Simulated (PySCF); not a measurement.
Vertical excitations of a molecule C6H5O, multiplicity 2 from PySCF with TDA-PBE/def2-SVPD, as energy in eV (oscillator strength): 2.15 (0.001), 3.31 (0.000), 3.84 (0.001), 4.15 (0.000), 4.19 (0.000), 4.58 (0.000), 4.73 (0.002), 4.84 (0.037), 5.14 (0.004), 5.18 (0.000). The structure is a stationary point at PBE0-D3(BJ)/def2-SVP. The values are those of a single conformer.

Problem. Pick the molecule that these values belong to.
A) Oc1cc[c]cc1
B) Oc1[c]cccc1
C) [O]c1ccccc1
D) Oc1c[c]ccc1

Solution. A, Oc1cc[c]cc1
